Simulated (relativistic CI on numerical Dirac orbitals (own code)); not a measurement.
**One change at a time: Mo³⁵⁺**

Base calculation: Dirac-Coulomb-Breit CI, separate exchange-only KLI orbitals for each configuration, model QED, unscaled Slater integrals.

CI space (outside the closed core 1s2): 2s2.2p3, 2s.2p4, 2p5, 2p4.3s, 2p4.3p, 2p4.3d, 2s2.2p2.3s, 2s2.2p2.3p, 2s2.2p2.3d, 2s.2p3.3s, 2s.2p3.3p, 2s.2p3.3d, 2s2.2p2.4s, 2s2.2p2.4p, 2s2.2p2.4d, 2s2.2p2.4f. Levels of other configurations are missing.

Variants: (1) valence Slater integrals scaled by 0.9; (2) Breit term removed. Shifts of the energy above 2s2.2p3 2P°_3/2, in eV, for the lowest level and the first level of each name with at least 55 % of one term (blank where a level changes its place among those of its configuration and J or its character, or is not in the variant):

```
             Level     Base   Δ(1)   Δ(2)
   2s2.2p3 2P°_3/2     0.00   0.00   0.00
   2s2.2p3 2D°_5/2   114.76  -0.50  +3.50
   2s2.2p3 2P°_1/2   135.68  -2.06  +1.46
     2s.2p4 4P_5/2   253.40  +2.88  +0.58
     2s.2p4 2D_5/2   395.65  -0.59  +3.03
     2s.2p4 2P_3/2   431.74  -4.17  +2.43
       2p5 2P°_3/2   604.70  -1.38  -0.48
       2p5 2P°_1/2   717.72  -1.15  +1.58
 2s2.2p2.3s 4P_3/2  2753.36  +1.43  +4.10
 2s2.2p2.3s 2P_1/2  2759.07  +0.80  +4.09
 2s2.2p2.3s 2D_3/2  2770.57  -0.41  +5.35
2s2.2p2.3p 2P°_1/2  2869.90  -1.75  +4.49
 2s2.2p2.3d 4F_5/2  2890.67  +1.44  +4.82
 2s2.2p2.3d 4D_1/2  2891.32  +1.43  +3.91
 2s2.2p2.3d 4F_7/2  2896.13  +1.69  +4.86
 2s2.2p2.3s 2S_1/2  2907.62  -1.74  +5.58
 2s2.2p2.3d 2D_3/2  2925.84  -1.28  +5.39
 2s2.2p2.3d 2P_1/2  2928.47  -1.44  +5.72
```

At this charge energies of transitions that change n are usually good to better than 1 %, and those within a shell (Δn = 0) to a few per cent.

Ionisation energy from the two ground configurations alone: base 4796 eV; Breit term removed 4798.49 eV. The NIST ASD value (semi-empirical) is 4800 eV.

LS names give the leading component of a level, which can be under half, so a name can repeat, a term be missing and a line seem to break the LS rules.
